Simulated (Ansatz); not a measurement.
Computed with Ansatz on PBE0-D4/def2-TZVP structures; ΔE is electronic, products minus reactants. CCSD(T)/CBS is the MP2 limit (def2-TZVPP, def2-QZVPP) plus CCSD(T) − MP2 in def2-TZVPP, frozen cores. This one scheme is used for every species. One conformer a species, not always the lowest.

`CO[SiH]([SiH3])S` + `OBCl` → `[SiH3]OBCl` + `CO[SiH2]S`  (cleavage of the Si–Si bond)

```tsv
species	CCSD(T)/CBS(def2) energy (Eh)
`CO[SiH]([SiH3])S`	-1094.02757
`OBCl`	-561.03999
`[SiH3]OBCl`	-851.35221
`CO[SiH2]S`	-803.74459
```

Task: Work out ΔE.

Result: ΔE = (-851.35221) + (-803.74459) − (-1094.02757) − (-561.03999) = -0.02924 Eh = -76.8 kJ/mol.

Largest T1 diagnostic among the species: 0.012.

From PBE to PBE0 (25 % exact exchange), in def2-TZVPP and without D4, ΔE moves by −8.9 kJ/mol. Leaving LDA and LC-ωPBE aside and taking each functional with its dispersion term where it has one, the values, not all of them listed here, spread over 36.8 kJ/mol, from BHLYP-D4 to PBE-D4.
